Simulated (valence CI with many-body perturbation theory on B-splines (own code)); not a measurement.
K VI: electric-dipole lines

Method: configuration interaction combined with many-body perturbation theory (CI+MBPT): four valence electrons over a frozen Dirac-Fock core [Ne], radial functions for each j: 11 s, 11 p, 10 d, 8 f, 5 g, 2 h, with the one-electron correlation potential Σ1 (screened to all orders), the two-electron term Σ2, the three-electron term Σ3, Breit, model QED; selected single and double excitations, second order for the rest, scaled by the run's own slope (own B-spline code, finite nucleus).

Set against measurement, 25 paired levels are off by 128 cm⁻¹ on average, the worst by 501. These come from a selection out of Sansonetti, J. Phys. Chem. Ref. Data 37, 7 (2008). Levels without a partner in it may be off by more. Among the levels kept, up to 940 cm⁻¹ of a level comes from second order outside the variational space, and about a tenth of that is noise between levels of different J, which matters for small intervals.

Lines 301 to 350 of 562 in falling wavelength, among levels below 564960 cm⁻¹, chosen from the strongest by gf and those to the six lowest levels. Wavelengths and rates use the calculated energies, so an error of 100 cm⁻¹ moves a line at 428.6 Å by 0.043 % and its rate by three times that or more. Electric multipoles are in the length gauge, E1 and E2 with the static RPA response of the core. Weak lines are less certain than strong ones. Lines between different terms over intervals too small for the method are left out, as are lines whose strength nearly cancels. Where a level lies close to another of its J and parity, the split of strength between their lines is uncertain. The highest levels of a list are the least certain.

Names give the largest LS component (configuration and term), which can be under half, so a name can repeat, a term be missing and a line seem to break the LS rules; names also repeat where a configuration has a term twice. Letters in brackets count levels of one name in rising energy.

```csv
λ vac (Å),λ from measured levels,Upper,Lower,A (s⁻¹),S (a.u.)
440.1,,3s2 3d2 3F_4,3s2 3p 3d 3D°_3,1.51e+10,5.71e+00
439.8,,3s2 3d2 3F_2,3s2 3p 3d 3D°_2,2.20e+09,4.62e-01
439.7,,3s2 3d2 3F_3,3s2 3p 3d 3D°_2,1.32e+10,3.87e+00
439.3,,3s 3p2 4p 5P°_3,3s 3p2 3d 5D_4,4.32e+09,1.27e+00
439.0,,3s2 3d2 3F_2,3s2 3p 3d 3D°_1,1.25e+10,2.60e+00
438.9,,3s 3p2 3d 3P_2 [a],3s 3p3 3D°_3,1.13e+10,2.36e+00
438.6,,3s 3p2 4p 5P°_3,3s 3p2 3d 5D_3,1.28e+09,3.72e-01
438.5,,3s 3p2 3d 3P_2 [a],3s 3p3 3D°_2,2.81e+09,5.85e-01
438.3,,3s 3p2 3d 1S_0,3s 3p3 1P°_1,2.42e+10,1.01e+00
436.4,,3s 3p2 3d 5D_2,3s 3p3 5S°_2,1.93e+07,3.95e-03
435.8,,3s 3p2 3d 5D_3,3s 3p3 5S°_2,2.37e+07,6.78e-03
435.6,,3s 3p2 3d 3P_1 [a],3s 3p3 3D°_2,9.77e+09,1.20e+00
435.5,,3s 3p2 3d 3P_1 [a],3s 3p3 3D°_1,4.17e+09,5.10e-01
435.3,,3s 3p2 3d 1P_1 [a],3s 3p3 1D°_2,1.81e+10,2.21e+00
433.9,,3s 3p2 3d 3P_0 [a],3s 3p3 3D°_1,1.37e+10,5.52e-01
433.4,,3s 3p2 4p 5D°_0,3s 3p2 3d 5F_1,6.19e+09,2.49e-01
433.4,,3s 3p2 4p 5D°_1,3s 3p2 3d 5F_2,4.21e+09,5.08e-01
433.2,,3s 3p2 4p 5D°_2,3s 3p2 3d 5F_3,4.37e+09,8.77e-01
432.8,,3s 3p2 4p 5D°_1,3s 3p2 3d 5F_1,1.98e+09,2.38e-01
432.6,,3s 3p2 4p 5D°_3,3s 3p2 3d 5F_4,4.84e+09,1.35e+00
432.2,,3s 3p2 4p 5D°_2,3s 3p2 3d 5F_2,1.66e+09,3.31e-01
431.9,,3s 3p2 4p 5D°_4,3s 3p2 3d 5F_5,5.41e+09,1.94e+00
431.3,,3s 3p2 4p 5D°_3,3s 3p2 3d 5F_3,1.20e+09,3.31e-01
430.1,,3s 3p2 4p 5D°_4,3s 3p2 3d 5F_4,6.28e+08,2.22e-01
428.6,428.5,3s2 3p 3d 3P°_2,3s2 3p2 1D_2,1.57e+09,3.05e-01
426.5,426.4,3s2 3p 3d 3P°_1,3s2 3p2 1D_2,6.28e+07,7.22e-03
422.2,,3s2 3p 3d 1D°_2,3s2 3p2 1D_2,2.52e+10,4.68e+00
416.8,,3p3 3d 1P°_1,3p4 1D_2,1.61e+10,1.72e+00
415.8,,3s 3p2 3d 1P_1 [b],3s 3p3 1P°_1,2.42e+10,2.58e+00
414.0,414.0,3s2 3p 3d 3D°_2,3s2 3p2 1D_2,1.70e+07,2.98e-03
413.6,,3s 3p2 3d 3D_1 [b],3s 3p3 3P°_1,3.03e+09,3.18e-01
413.6,,3s 3p2 3d 3D_1 [b],3s 3p3 3P°_0,5.09e+09,5.33e-01
413.5,413.6,3s2 3p 3d 3D°_3,3s2 3p2 1D_2,8.21e+07,2.01e-02
412.9,,3s 3p2 3d 3D_2 [b],3s 3p3 3P°_2,1.43e+09,2.48e-01
412.9,,3s 3p2 3d 3D_2 [b],3s 3p3 3P°_1,7.02e+09,1.22e+00
411.9,,3s 3p2 3d 3D_3 [b],3s 3p3 3P°_2,8.39e+09,2.03e+00
409.1,,3p3 3d 3P°_1 [a],3p4 3P_0,3.90e+09,3.95e-01
408.7,,3p3 3d 3P°_0 [a],3p4 3P_1,8.85e+09,2.98e-01
407.9,,3p3 3d 3P°_1 [a],3p4 3P_1,4.20e+09,4.22e-01
407.7,,3s 3p2 3d 3P_2 [c],3s 3p3 1P°_1,2.45e+09,4.10e-01
406.4,,3s 3p2 3d 3P_0 [b],3s 3p3 3P°_1,2.06e+10,6.83e-01
406.4,,3s 3p2 3d 1P_1 [b],3s 3p3 3S°_1,5.72e+09,5.68e-01
406.1,,3s 3p2 3d 3P_1 [c],3s 3p3 1P°_1,5.90e+09,5.85e-01
406.0,,3s 3p2 3d 3P_1 [b],3s 3p3 3P°_2,7.38e+09,7.31e-01
406.0,,3s 3p2 3d 3P_1 [b],3s 3p3 3P°_1,6.13e+09,6.07e-01
405.9,,3s 3p2 3d 3P_1 [b],3s 3p3 3P°_0,6.98e+09,6.92e-01
405.9,,3s2 3d2 3P_2,3s2 3p 3d 3D°_3,1.14e+10,1.87e+00
405.7,,3s2 3d2 3P_1,3s2 3p 3d 3D°_2,6.88e+09,6.80e-01
405.4,,3s2 3d2 3P_2,3s2 3p 3d 3D°_2,4.40e+09,7.24e-01
405.4,,3p3 3d 3P°_2 [a],3p4 3P_1,3.15e+09,5.17e-01
```
